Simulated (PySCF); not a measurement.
# A small calculation by hand: oscillator strength and radiative lifetime

C2H5O2, SMILES CC(O)=[OH+], charge +1.

Coordinates come from a B3LYP-D3(BJ)/def2-SVP optimisation. The isomer is the one that the SMILES or the coordinates give; other isomers of the formula were not compared. Other conformers were not sampled.

TDA-PBE/def2-SVPD (PySCF) puts the first singlet state with f over 0.02 at 8.11 eV (vertical), with the transition dipole (-1.001, 0.279, 0.028) in atomic units.

Question: Find the oscillator strength, the wavelength and the radiative lifetime that this transition would have in vacuum if emission retraced absorption.

Answer: 
|μ|² = 1.0806 au, so |μ| = 2.64 D. ΔE = 8.11/27.211 = 0.2980 hartree. f = (2/3) ΔE |μ|² = 0.215 (the program prints 0.214).
λ = 1239.84/8.11 = 153 nm; ν = 65412 cm⁻¹.
Einstein's coefficient A = 0.6670 ν² f s⁻¹ (ν in cm⁻¹) = 6.1e8 s⁻¹, so τ = 1/A = 1.6 ns. This state is S3; the lower singlets have f = 0.003, 0.006. The figure is the radiative limit of this one transition; relaxation, internal conversion, crossing to triplets and a medium change what is measured.
